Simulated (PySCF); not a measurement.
**C₆ coefficients of unlike pairs at PBE0**

Calculated with PySCF 2.14 from the dipole response of each species, C₆(A,B) = (3/π) ∫ α_A(iu) α_B(iu) du, in atomic units, from isotropic polarisabilities. For ions this is the dispersion term alone; charge-induced terms of lower order in 1/R come first.

```json
{"species": "Fe²⁺", "configuration": "[Ar] 3d6 (5D)", "basis": "dyall-av2z (16s12p7d2f)", "relativity": "none", "α (bohr³)": "3.548", "C₆ (like pair)": "10.10"}
{"species": "He", "configuration": "1s2 (1S)", "basis": "dyall-av3z (10s3p2d)", "relativity": "none", "α (bohr³)": "1.456", "C₆ (like pair)": "1.591"}
{"species": "Ar", "configuration": "[Ar] (1S)", "basis": "aug-cc-pwCVDZ (6s5p3d)", "relativity": "none", "α (bohr³)": "10.10", "C₆ (like pair)": "59.13"}
{"species": "Tc²⁺", "configuration": "[Kr] 4d5 (6S)", "basis": "aug-cc-pVTZ-PP with ECP28MDF (6s6p5d3f2g)", "relativity": "core potential", "α (bohr³)": "8.880", "C₆ (like pair)": "47.52"}
```

Task: Estimate C₆ for Tc²⁺ with Ar.

Result: The integral gives 52.74. The combination rule 2 C_A C_B / (C_A α_B/α_A + C_B α_A/α_B) gives 52.99 and the geometric mean 53.00.

No spin-orbit coupling is included.

The other pairs:

| pair | C₆ |
| --- | --- |
| Ar, He | 9.632 |
| He, Fe²⁺ | 3.957 |
| Tc²⁺, Fe²⁺ | 21.63 |
| Tc²⁺, He | 8.674 |
| Ar, Fe²⁺ | 23.68 |
